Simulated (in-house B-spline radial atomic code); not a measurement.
RPA and G0W0 on B3LYP (VWN-RPA): O4+

Configuration [He] 2s2, mean-field start B3LYP (VWN-RPA). Computed with a B-spline radial code for spherical atoms: all electrons, non-relativistic, point nucleus, each spin shell either full or empty, empty states to l = 9 with an (l + 1/2)⁻⁴ tail; G0W0 by contour deformation at full frequency.

Command:
```bash
python run_gw.py task.json out
```
Settings (radii: box in bohr, nucleus in fm):
```
Z                        8
electrons                4
configuration            [He] 2s2
hamiltonian              nr
method                   b3lyp
lmax                     9
spin_polarised           False
box_radius               11.96
intervals                45
ion_configuration        [He] 2s1
```

Cost of the run: 0.7 s on 1 thread of Arm Neoverse V2, on a shared host.

Energies (hartree):

```tsv
term	value
mean-field total	-68.36375
Hartree-Fock functional on these orbitals	-68.25589
direct second order	-0.32427
second-order exchange	0.15901
SOSEX correction	0.12164
```

Problem. What is the RPA correlation energy, and what remains with SOSEX?

Solution. RPA gives -0.24835 hartree (-1.69 eV per electron); RPA + SOSEX gives -0.12671, and the second-order doubles -0.16525 hartree (no singles). SOSEX takes back 49 % of the RPA value.

Quasi-particle levels (eV):

```csv
level,occupied,mean field,Σx - vxc,Σc,QP weight,G0W0
2s,yes,-104.70,-6.60,?,?,?
1s,yes,-630.65,-38.41,6.54,0.901,-662.52
2p,no,-87.16,10.87,-1.73,0.966,-78.01
```

G0W0 = mean field + (Σx - vxc) + Σc, with Σc (partial-wave tail included) taken at the quasi-particle energy.

Problem. Where does G0W0 put 2s?

Solution. At -113.77 eV, with Σc = -2.48 eV and a quasi-particle weight of 0.950. The tabulated removal energy is 113.899 eV (NIST, measured).

Problem. What does it cost to remove one electron (to [He] 2s1) by differences of total energies, each species on its own start (correlation terms add to the Hartree-Fock functional)?

Solution. B3LYP (VWN-RPA) 112.67 eV, Hartree-Fock functional 111.00 eV, + RPA 113.85 eV, + RPA + SOSEX 113.10 eV, + second order 114.09 eV. Tabulated: 113.899 eV (NIST, measured).
